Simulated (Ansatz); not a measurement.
P2-, multiplicity 2 (lowest of 2S+1 = 2, 4 at CCSD(T)/def2-TZVPP on PBE0 minima; our sources give no spin for the ground state, which may be another), most abundant isotopes (30.9738 and 30.9738 u). Constants from fifth-degree fits in 1/R to seven points on the lowest solution found; no spin–orbit coupling, no relativity up to Kr; ω_e x_e and α_e move by some per cent with the fit.

Correlated levels freeze the cores.

The values were computed with Ansatz (Gaussian basis) for Hartree–Fock, density functionals and correlated methods. Each number belongs to the level named beside it.

| level | r_e (Å) | ω_e (cm⁻¹) | ω_e x_e (cm⁻¹) | α_e (cm⁻¹) |
|---|---|---|---|---|
| PBE/def2-TZVPP | 1.9958 | 656.3 | 2.36 | 0.00141 |
| CCSD(T)/def2-TZVPP | 1.9952 | 660.6 | 2.60 | 0.00146 |

Task: Derive the rotational constants, the centrifugal constant, the fundamental, the zero-point energy and the force constant.

Result: 
μ = 15.48688 u.
- PBE/def2-TZVPP: B_e = 16.8576/(μ r_e²) = 0.27327 cm⁻¹; B₀ = B_e − α_e/2 = 0.27257 cm⁻¹; D = 4B_e³/ω_e² = 1.90e-07 cm⁻¹; fundamental ω_e − 2ω_e x_e = 652 cm⁻¹; zero-point energy ω_e/2 − ω_e x_e/4 = 328 cm⁻¹; k = μ(2πcω_e)² = 393 N/m
- CCSD(T)/def2-TZVPP: B_e = 16.8576/(μ r_e²) = 0.27344 cm⁻¹; B₀ = B_e − α_e/2 = 0.27271 cm⁻¹; D = 4B_e³/ω_e² = 1.87e-07 cm⁻¹; fundamental ω_e − 2ω_e x_e = 655 cm⁻¹; zero-point energy ω_e/2 − ω_e x_e/4 = 330 cm⁻¹; k = μ(2πcω_e)² = 398 N/m

Ansatz is an electronic-structure program.
